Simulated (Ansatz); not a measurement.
System: C6H12Cl (charge 0, doublet). It need not be the lowest isomer of its formula. 
Coordinates optimised at B3LYP-D3(BJ)/def2-TZVP (Ansatz, a program for electronic structure):
```xyz
19

C     -3.6338    -0.3515    -0.2482
C     -2.3559    -0.7496     0.4842
C     -1.0912    -0.3036    -0.2455
C      0.1841    -0.7066     0.4857
C      1.4746    -0.3317    -0.2201
C      2.6952    -0.7794     0.4371
Cl     1.5844     1.5626    -0.3264
H     -3.6699    -0.7968    -1.2454
H     -3.6947     0.7325    -0.3689
H     -4.5231    -0.6773     0.2943
H     -2.3344    -1.8360     0.6201
H     -2.3604    -0.3171     1.4899
H     -1.1075     0.7807    -0.3758
H     -1.0823    -0.7357    -1.2526
H      0.2018    -1.7957     0.6085
H      0.1967    -0.2791     1.4922
H      1.4499    -0.6034    -1.2734
H      2.7293    -0.8583     1.5154
H      3.6223    -0.8447    -0.1137
```
Charge 0, spin multiplicity 2.

Parts of the frozen-core correlation energy in STO-3G (Ansatz, hartree). Frozen orbitals: 11; correlated occupied orbitals by spin: 22 and 21; virtual: 18 and 19. UHF or UKS for open shells. No spin-orbit coupling. No relativistic terms.

```json
[
 {"term": "reference (HF)", "value": "-685.98259"},
 {"term": "MP2 opposite-spin", "value": "-0.26715"},
 {"term": "MP2 same-spin", "value": "-0.03371"},
 {"term": "CCSD correlation", "value": "-0.40103"},
 {"term": "(T)", "value": "-0.00304"},
 {"term": "T1 diagnostic", "value": "0.007"},
 {"term": "largest doubles amplitude", "value": "0.065"},
 {"term": "<S^2> of the reference", "value": "0.777"}
]
```
